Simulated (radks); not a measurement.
Values are calculated unless marked as measured or tabulated.
All-electron atom: Sm+ in [Xe] 4f(up 5.5, down 0.5) 6s(up 0.5, down 0.5) (fractional occupations, a model configuration). Level of theory: scalar-relativistic Kohn-Sham, BLYP, spin-polarised, spherical densities, finite nucleus; Fermi nuclear charge, rms radius 5.0819 fm (a radial shooting solver on a logarithmic mesh with Libxc functionals).

Local quantities along the radius. ELF = 1/(1 + alpha^2) is the electron localisation function; alpha = (tau - tau_W)/tau_unif compares the Pauli kinetic energy density with that of the uniform gas (summed over spins); -r V(r) is the screened charge that the Kohn-Sham potential of spin up presents (atomic units); s = |grad rho|/(2 (3 pi^2)^(1/3) rho^(4/3)) is the reduced gradient. tau is taken from the large components.

r (bohr),ELF,alpha,-r V(r),s
0.0008115,0.999,0.02384,61.77,0.9303
0.0009448,0.999,0.02386,61.73,0.8564
0.0011,0.999,0.02403,61.67,0.7930
0.00128,0.999,0.02438,61.61,0.7388
0.001503,0.999,0.02496,61.53,0.6907
0.001749,0.999,0.02577,61.44,0.6526
0.002036,0.999,0.02686,61.34,0.6210
0.002371,0.999,0.02832,61.22,0.5955
0.00276,0.999,0.03024,61.08,0.5754
0.003213,0.999,0.03273,60.92,0.5605
0.00374,0.999,0.03600,60.73,0.5504
0.004389,0.998,0.04057,60.51,0.5447
0.00511,0.998,0.04639,60.26,0.5441
0.005949,0.997,0.05427,59.97,0.5482
0.006925,0.996,0.06515,59.63,0.5571
0.008062,0.994,0.08052,59.25,0.5710
0.009386,0.990,0.1028,58.81,0.5902
0.01093,0.982,0.1360,58.32,0.6146
0.01282,0.965,0.1902,57.72,0.6454
0.01493,0.931,0.2718,57.08,0.6774
0.01738,0.861,0.4010,56.35,0.7070
0.02023,0.735,0.6009,55.53,0.7239
0.02355,0.561,0.8842,54.61,0.7109
0.02742,0.407,1.207,53.58,0.6482
0.03192,0.330,1.423,52.44,0.5329
0.03746,0.347,1.371,51.10,0.3944
0.04361,0.448,1.110,49.73,0.3044
0.05076,0.590,0.8328,48.22,0.2807
0.0591,0.702,0.6514,46.56,0.3110
0.0688,0.745,0.5844,44.76,0.3722
0.08009,0.711,0.6376,42.81,0.4431
0.09324,0.586,0.8403,40.73,0.4941
0.1094,0.410,1.201,38.40,0.4727
0.1274,0.336,1.406,36.07,0.3561
0.1483,0.413,1.193,33.68,0.2385
0.1726,0.588,0.8379,31.24,0.2229
0.201,0.719,0.6246,28.75,0.2992
0.234,0.744,0.5865,26.24,0.4269
0.2724,0.626,0.7728,23.75,0.5710
0.3196,0.336,1.405,21.15,0.6226
0.3721,0.217,1.901,18.71,0.4001
0.4332,0.378,1.284,16.43,0.1777
0.5043,0.644,0.7442,14.22,0.2029
0.5871,0.734,0.6014,12.09,0.3325
0.6835,0.685,0.6782,10.14,0.4807
0.7957,0.527,0.9482,8.442,0.6075
0.9337,0.349,1.365,6.927,0.6399
1.087,0.322,1.451,5.734,0.5544
1.265,0.446,1.115,4.757,0.5032
1.473,0.594,0.8270,3.950,0.5747
1.715,0.635,0.7587,3.289,0.7425
1.997,0.543,0.9170,2.765,0.9814
2.324,0.334,1.411,2.368,1.263
2.728,0.142,2.460,2.072,1.493
3.175,0.084,3.293,1.874,1.511
3.697,0.118,2.729,1.726,1.481
4.303,0.279,1.607,1.617,1.712
5.01,0.547,0.9093,1.529,2.326
5.832,0.721,0.6216,1.451,3.475
6.79,0.743,0.5876,1.367,5.593
7.968,0.592,0.8305,1.286,10.04
9.276,0.256,1.703,1.224,19.26
10.8,0.036,5.177,1.172,41.33

On this mesh the ELF has minima near r = 0.032, 0.13, 0.37, 1.1, 3.2 bohr, which separate the shells, and maxima near 0.069 (0.75), 0.23 (0.74), 0.59 (0.73), 1.7 (0.63), 6.8 (0.74).
